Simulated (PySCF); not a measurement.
C5H8S, SMILES CC#CCSC.

Geometry optimised at B3LYP-D3(BJ)/def2-SVP. One conformer was computed; it need not be the lowest.

Vertical ionisation energy (IE) and electron affinity (EA) in eV. Rows of orbital energies are one-electron estimates. Where ΔSCF, EOM or ADC give a negative EA the extra electron is unbound and the value depends on the basis.

| level | IE | EA |
|---|---|---|
| −ε(HOMO), −ε(LUMO), HF/def2-TZVP (PySCF) | 9.24 | -3.71 |
| −ε(HOMO), −ε(LUMO), PBE/def2-TZVP (PySCF) | 5.10 | 0.46 |
